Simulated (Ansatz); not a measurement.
All numbers were calculated with Ansatz.

A structure relaxed at PBE0-D4/def2-TZVP, charge 0, multiplicity 1:

Cartesian coordinates in Å:
```
C -0.675 1.434 -0.044
Zr 0.604 -0.385 -0.037
O 0.361 -1.181 1.688
O -0.013 -1.456 -1.500
F 2.408 0.210 -0.300
H -0.385 2.121 0.759
H -0.588 1.973 -0.994
H -1.732 1.182 0.099
H 0.275 -1.755 2.443
H -0.255 -2.143 -2.114
```

Task: Give its formula and SMILES.

Result: CH5FO2Zr, `[CH3][Zr]([OH])([OH])[F]`.

Task: Point group (tolerance 0.08 Å, 0.16 Å for H)?

Result: Cs.

Task: Summarise the bond lengths by kind.

Result: 1 × C–Zr 2.224 Å; 3 × C–H 1.095 to 1.096 Å; 2 × O–Zr 1.915 Å; 1 × F–Zr 1.917 Å; 2 × H–O 0.952 Å.
